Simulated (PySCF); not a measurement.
**Structure elucidation problem**

An unknown has the formula C$_{4}$H$_{16}$BNOSi. Its calculated NMR data are:

¹H NMR (500 MHz, computed): δ 4.17 (s, 2H), 2.78 (br s, 2H), 1.84 (br, 3H), 0.12 (s, 9H).

¹³C{¹H} NMR (computed): δ 76.8 (CH2), -1.1 (CH3).

[PySCF 2.14: PBE0-D3(BJ)/def2-SVP structure; GIAO CAM-B3LYP/pcSseg-1 shieldings; no relativistic terms; rapidly exchanging positions averaged; in vacuum; one conformer]

δ = σ(ref) − σ, references computed at the same level: ¹H, ¹³C against TMS.

Problem. What is the structure?

Solution. 
- 2 carbon signals for 4 carbons: some carbons are equivalent by symmetry or fast rotation.
- Carbon types of the structure: 1 × CH2, 3 × CH3, leaving 5 H on heteroatoms.
- δC 76.8: sp3 CH2 bonded to N and O; 2 electronegative neighbours deshield it.
- δC -1.1: methyl carbon bonded to Si; an electropositive neighbour leaves it electron-rich and shielded.
- δH 4.17: hydrogen on an sp3 CH2 bonded to N and O; its carbon carries N and O, which withdraws density.
- δH 2.78: hydrogen on a donor nitrogen of a Lewis adduct; exchangeable, gas-phase position.
- δH 1.84: hydrogen on a boron bonded to N.
- δH 0.12: hydrogen on a methyl carbon bonded to Si; an electropositive neighbour shields it, as in TMS itself.

These data were computed for SMILES C([NH2+][BH3-])O[Si](C)(C)C.

The shifts were computed for this structure.

OH/NH shifts are gas-phase values; hydrogen bonding in solution moves them, usually downfield. Hydrogens on boron are broadened and split by ¹¹B (spin 3/2, 80 %) and 10B (spin 3). Shifts are as computed, not scaled to solution data. Of 1313 compounds with measured shifts, 239 miss one by over three times the rms of a fit or turn the order of signals round; such compounds aren't used in these exercises. No couplings were computed; multiplicities are counted from neighbouring protons, with m where these are inequivalent, close in shift, in a saturated or five-membered ring or joined by F or P, and br s for small geminal =CH2 splittings.
